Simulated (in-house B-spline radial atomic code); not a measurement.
A run on an ion of nuclear charge 69 with 69.4 electrons that did not converge. Method: scalar-relativistic (X2C) LDA exchange-only, spin-polarised, spherical fractional occupations, Fermi nucleus of rms radius 5.2256 fm; computed with an all-electron radial atomic-structure program (B-spline basis).

Command:
```bash
python run_scf.py task.json out
```
Settings (nuclear radius in fm, mass in u):
```
Z                69
configuration    [Xe] 4f13.4 6s2
hamiltonian      x2c
method           lda,
spin_polarised   True
nucleus          fermi
rms_radius       5.2256
atomic_mass      168.93422
speed_of_light   137.035999084
```

First and last ten iterations of the last attempt (damped for 15 steps, keeping 80 % of the old Fock matrix, then DIIS):
```
 iter        energy (Eh)    residual
    1      -13549.627916    3.41e-01
    2      -13442.703463    1.01e+00
    3      -13543.296492    4.95e-01
    4      -13549.242851    1.98e-01
    5      -13550.791439    6.59e-02
    6      -13551.038806    3.96e-02
    7      -13551.090139    2.94e-02
    8      -13551.116473    2.14e-02
    9      -13551.131906    1.52e-02
   10      -13551.140924    1.05e-02
  111      -13453.787331    8.64e-01
  112      -13453.790252    8.64e-01
  113      -13453.794555    8.64e-01
  114      -13551.130629    1.64e-02
  115      -13551.126684    1.82e-02
  116      -13454.006759    8.62e-01
  117      -13453.982974    8.64e-01
  118      -13454.236977    8.60e-01
  119      -13454.238170    8.60e-01
  120      -13454.235283    8.60e-01
 not converged after 120 iterations
```

The smallest residual met was 1.1e-02; the threshold is about 7e-07. No energy from this run should be used. The likely cause: this method binds the added charge weakly or not at all at the basis-set limit, so charge moves back and forth between the atom and the box. Cost of the run: 2.8 s on 1 thread of Arm Neoverse V2 (shared host).
